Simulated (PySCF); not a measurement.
Se(SeH)(OSiH3) (H₄OSe₂Si), SMILES [SiH3]O[Se][SeH]. Heavy atoms are numbered as in [Se:1]([SeH:2])[O:4][SiH3:5]. Hydrogens are named by the atom that carries them.

The structure is a stationary point at PBE0-D3(BJ)/def2-SVP. Other conformers were not sampled.

All values below come from PySCF with PBE/pcSseg-1.

GIAO shieldings, no solvent; atoms alike by connectivity are averaged. δ = σ(ref) − σ: ⁷⁷Se against Me2Se (σ = 1634.8 ppm); ¹H against TMS (σ = 31.49 ppm); ¹⁷O against H2O (σ = 334.3 ppm); ²⁹Si against TMS (σ = 335.4 ppm), references at their B3LYP-D3(BJ)/def2-TZVP geometries, non-relativistic.

Computed chemical shifts:
| nucleus | atoms | count | δ (ppm) |
|---|---|---|---|
| ⁷⁷Se | Se1 | 1 | 1494.3 |
| ⁷⁷Se | Se2 (SeH) | 1 | 256.3 |
| ¹H | H on Se2 | 1 | 5.38 |
| ¹H | H on Si5 | 3 | 5.28 |
| ¹⁷O | O4 | 1 | 15.6 |
| ²⁹Si | Si5 (SiH3) | 1 | -24.3 |
